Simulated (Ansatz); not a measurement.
A single point on `C[O][Mo]([CH3])(=[O])=[O]`.

```yaml
crystal:
  periodic: [false, false, false]
  atoms:
    - {symbol: C, position_ang: [0.060547, 0.136401, 2.320744]}
    - {symbol: O, position_ang: [-0.421148, 0.292316, 1.009675]}
    - {symbol: Mo, position_ang: [0.185351, 0.700161, -0.685028]}
    - {symbol: C, position_ang: [-0.327812, -0.888461, -1.964358]}
    - {symbol: O, position_ang: [-0.548302, 2.067692, -1.327966]}
    - {symbol: O, position_ang: [1.854924, 0.852111, -0.770944]}
    - {symbol: H, position_ang: [-0.425276, -0.733889, 2.768372]}
    - {symbol: H, position_ang: [-0.190048, 1.022263, 2.909700]}
    - {symbol: H, position_ang: [1.143936, -0.011783, 2.330805]}
    - {symbol: H, position_ang: [-1.414051, -1.010983, -1.963612]}
    - {symbol: H, position_ang: [0.150382, -1.806363, -1.612717]}
    - {symbol: H, position_ang: [0.008498, -0.674564, -2.980872]}
basis:
  gaussian: {orbitals: def2-TZVPP}
hamiltonian: {xc: pbe}
correlation: {method: rpa}
```

```sh
$ ansatz run in.yaml --threads 4 --pin off --events-out ev --progress --plain --max-ram 11315MiB
```

Shortened log:

```
Functional definition: PBE
1843 factors; integrals over basis functions are off by at most 1.2e-3 eV
mean field evaluation 1: about -10138.5537 eV, gradient 1.3e2 eV
mean field evaluation 2: about -10138.5440 eV, gradient 1.3e2 eV
mean field evaluation 4: about -10145.7169 eV, gradient 1.0e2 eV
mean field evaluation 8: about -10167.9773 eV, gradient 1.4e1 eV
mean field evaluation 16: about -10168.3068 eV, gradient 3.4e-3 eV
mean field -10168.30676698 eV, -373.6783813607 hartree, gradient 3.5e-6 eV, S^2 0.000000; 2 other end points of the search recorded, 0 dependent functions left out
5 core orbitals not correlated: weight in the atoms' cores, before any rotation towards them, 1.000 or more for the frozen orbitals, at most 0.000 for the correlated occupied ones
reference -10106.80968244 eV, -371.4184051881 hartree; 23, 23 occupied and 267, 267 virtual orbitals, 1843 factors
Total energy: -10173.83236553 eV, -373.8814433620 hartree
```

Run time 5 s (4 threads of an AMD EPYC 9R45 on a shared host); peak host memory 0.94 GiB.
